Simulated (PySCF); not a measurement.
Numbering as in the mapped SMILES `[CH:1]#[C:2][SiH2:3]/[C:4]([F:5])=[CH:6]\[CH:7]=[O:8]`; H(Xn) means a hydrogen on atom n.

[PySCF 2.14.0 with density-fitted response routines: NMR shieldings at PBE0/pcSseg-1/GIAO; GFN2-xTB structure; rapidly exchanging positions averaged; in vacuum; one computed conformer; no relativistic terms]

Referencing at the same level of theory: $^{13}$C, $^{1}$H, $^{29}$Si vs TMS; CFCl3 for $^{19}$F; H2O for $^{17}$O.

```tsv
atoms	nucleus	count	δ (ppm)
C6	$^{13}$C	1	134.7
C1	$^{13}$C	1	109.5
O8	$^{17}$O	1	711.7
C7	$^{13}$C	1	?
H(C1)	$^{1}$H	1	2.28
H(Si3)	$^{1}$H	2	4.94
C2	$^{13}$C	1	82.5
F5	$^{19}$F	1	?
C4	$^{13}$C	1	199.3
Si3	$^{29}$Si	1	-77.1
H(C7)	$^{1}$H	1	?
H(C6)	$^{1}$H	1	?
```

Fill in the missing shifts.

Results:


- C7: 193.0 ppm, aldehyde carbonyl carbon; low-lying n→π* states of the double bond to the heteroatom give a large paramagnetic term (-259 ppm)
- H(C7): 10.34 ppm, hydrogen on an aldehyde carbonyl carbon; deshielded by the polar, anisotropic C=O bond
- H(C6): 6.52 ppm, hydrogen on an α carbon of a C=C–C=O unit; attached to an sp2 carbon and in the plane of the double bond
- F5: -61.1 ppm, vinylic fluorine

Shifts are as computed. Against solution values, carbons near 30 ppm lie about +3 ppm off and those near 130 ppm about +5 ppm. Of 1309 compounds with measured shifts, 239 miss one by over three times the rms of a fit or turn the order of signals round; such compounds aren't used in these exercises. Unscaled 19F shifts against computed CFCl3 carry errors that often reach 10 to 50 ppm. Unscaled 17O shifts of doubly bonded oxygen tend to come out too high, by tens of ppm or more. Experimental scales use liquid or dissolved standards, which lie at an offset from isolated H2O (liquid H2O: subtract about 36 ppm).
